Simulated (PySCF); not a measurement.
Electron correlation in Tc²⁺ (technetium, charge +2)

[Kr] 4d4 5p1, one real determinant (an excited configuration). Calculation: PySCF 2.14, in x2c-TZVPPall with one added diffuse shell each of s, p, d, f type (9s7p7d3f1g, 95 functions); the spin-free X2C one-electron Hamiltonian (Gaussian nucleus). Frozen: [Ar] 3d10; 13 electrons correlated.

```tsv
level	correlation energy (mhartree)
CCSD	-336.46
(T)	-7.56
CCSD(T)	-344.02
```

Diagnostics: T1 = 0.0066, D1 = 0.0301, largest double amplitude 0.030.

The real determinant used has ⟨L²⟩ near 8 against 12 for a pure F term, so it mixes terms.

Cost of the coupled-cluster step: roughly 80 core-seconds, for 13 correlated electrons.

Iterations:

```
CC2 = 0
CCSD nocc = (np.int64(9), np.int64(4)), nmo = (81, 81)
frozen orbitals [[0, 1, 2, 3, 4, 5, 6, 7, 8, 9, 10, 11, 12, 13], [0, 1, 2, 3, 4, 5, 6, 7, 8, 9, 10, 11, 12, 13]]
max_cycle = 100
direct = 0
conv_tol = 1e-08
conv_tol_normt = 1e-06
diis_space = 8
diis_start_cycle = 0
Init t2, MP2 energy = -0.323997579059054
Init E_corr(UCCSD) = -0.323997579064878
cycle = 1  E_corr(UCCSD) = -0.332235231961947  dE = -0.0082376529  norm(t1,t2) = 0.0331109
cycle = 2  E_corr(UCCSD) = -0.335627176573387  dE = -0.00339194461  norm(t1,t2) = 0.00958897
cycle = 3  E_corr(UCCSD) = -0.336478292232398  dE = -0.000851115659  norm(t1,t2) = 0.00476406
cycle = 4  E_corr(UCCSD) = -0.336456558174329  dE = 2.17340581e-05  norm(t1,t2) = 0.00232517
cycle = 5  E_corr(UCCSD) = -0.336380379136875  dE = 7.61790375e-05  norm(t1,t2) = 0.00174182
cycle = 6  E_corr(UCCSD) = -0.336463658505217  dE = -8.32793683e-05  norm(t1,t2) = 0.00106194
cycle = 7  E_corr(UCCSD) = -0.336475467118645  dE = -1.18086134e-05  norm(t1,t2) = 0.00365725
cycle = 8  E_corr(UCCSD) = -0.336466250005587  dE = 9.21711306e-06  norm(t1,t2) = 0.000701436
cycle = 9  E_corr(UCCSD) = -0.336458254272949  dE = 7.99573264e-06  norm(t1,t2) = 0.000118355
cycle = 10  E_corr(UCCSD) = -0.336456838105302  dE = 1.41616765e-06  norm(t1,t2) = 0.000271381
cycle = 11  E_corr(UCCSD) = -0.336458511040305  dE = -1.672935e-06  norm(t1,t2) = 2.27313e-05
cycle = 12  E_corr(UCCSD) = -0.336458156610077  dE = 3.54430228e-07  norm(t1,t2) = 7.54839e-06
cycle = 13  E_corr(UCCSD) = -0.336458177060373  dE = -2.04502955e-08  norm(t1,t2) = 2.05926e-06
cycle = 14  E_corr(UCCSD) = -0.33645816778922  dE = 9.2711524e-09  norm(t1,t2) = 4.0244e-07
UCCSD converged
E(UCCSD) = -4282.244034984902  E_corr = -0.3364581677892202
UCCSD(T) correction = -0.0075647247568345
```

The reference is one real determinant that mixes LS terms of this configuration.

This basis was not built for core-valence correlation, so the inner-shell part is incomplete.
